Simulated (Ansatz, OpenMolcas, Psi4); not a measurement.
## A ladder of methods for Ge2H6 (digermane)

Ge2H6 has 8 atoms, charge 0, and is taken as a singlet. SMILES: `[GeH3][GeH3]`. The coordinates come from a PBE0-D4/def2-TZVP relaxation.

Quantity: the vertical ionisation energy (to the doublet cation), in eV. The values are calculated.

| level | kind | program | value (eV) | less CCSD(T)/6-31G* | CPU time (all runs) |
| --- | --- | --- | --- | --- | --- |
| HF/6-31G* (spherical functions) | Hartree–Fock | OpenMolcas | 9.61 | -0.40 | 24 s |
| SVWN5/6-31G* (spherical functions) | LDA | OpenMolcas | 10.21 | +0.20 | 56 s |
| BLYP/6-31G* (spherical functions) | GGA | Psi4 | 9.93 | -0.08 | 98 s |
| revPBE/6-31G* (spherical functions) | GGA | Ansatz | 10.02 | +0.01 | 8.8 s |
| TPSS/6-31G* (spherical functions) | meta-GGA | OpenMolcas | 10.19 | +0.18 | 1.8 min |
| PBE0/6-31G* (spherical functions) | global hybrid | Ansatz | 10.23 | +0.22 | 12 s |
| r2SCAN0/6-31G* (spherical functions) | hybrid meta-GGA | Ansatz | 10.28 | +0.27 | 22 s |
| CCSD(T)/6-31G* (spherical functions) | coupled cluster or CI | Ansatz | 10.01 | 0.00 | 28 s |

CCSD(T)/6-31G* (spherical functions) is the highest level here, not the true value. All-electron rows without a relativistic Hamiltonian named are non-relativistic. The values span 9.61 to 10.28 eV. In the correlated wave-function rows the outer d shell of Ge is correlated, in sets not made for it. Times are those of the runs behind each value, whatever else they computed, on shared processors of several kinds: orders of magnitude only.
